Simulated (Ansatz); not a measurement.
One change: `N[CH]([SiH3])[SbH2]` becomes `[SiH3][CH](S)[SbH2]`.

Ansatz, PBE0-D4/def2-TZVP geometries, multiplicity 1. Each molecule was computed in one conformer, which needn't be the lowest.

Elements past krypton have def2 core potentials.

| property | `N[CH]([SiH3])[SbH2]` |
| --- | --- |
| HOMO energy (ωB97M-V/def2-TZVPP) / eV | -8.78 |
| HOMO energy (PBE0/def2-TZVPP) / eV | -6.59 |
| HOMO–LUMO gap (PBE0/def2-TZVPP) / eV | 6.07 |
| LUMO energy (B3LYP/def2-TZVPP) / eV | -0.74 |
| HOMO energy (PBE/def2-TZVPP) / eV | -5.34 |
| size of the dipole moment (PBE/def2-TZVPP) / D | 0.64 |

Q: Give the same properties after the change, and the shifts. (Estimate.)

A: The calculation gave: 
```
                                      property  `[SiH3][CH](S)[SbH2]`  shift
         HOMO energy (ωB97M-V/def2-TZVPP) / eV                  -8.77   0.01
            HOMO energy (PBE0/def2-TZVPP) / eV                  -6.66  -0.07
          HOMO–LUMO gap (PBE0/def2-TZVPP) / eV                   5.61  -0.46
           LUMO energy (B3LYP/def2-TZVPP) / eV                  -1.25  -0.51
             HOMO energy (PBE/def2-TZVPP) / eV                  -5.54  -0.20
size of the dipole moment (PBE/def2-TZVPP) / D                   1.36   0.72
```

With PBE0 the HOMO falls by 0.07 eV and the LUMO falls by 0.53 eV, so the gap narrows by about 0.46 eV. PBE moves the HOMO by -0.20 eV and ωB97M-V by 0.01 eV. Dipoles are sizes alone; their direction can turn.

B3LYP here is the variant with VWN-RPA as its local correlation; programs differ in this.

Spin–orbit coupling is left out; it splits and shifts lone-pair levels of the heavy atoms by tenths of an eV.
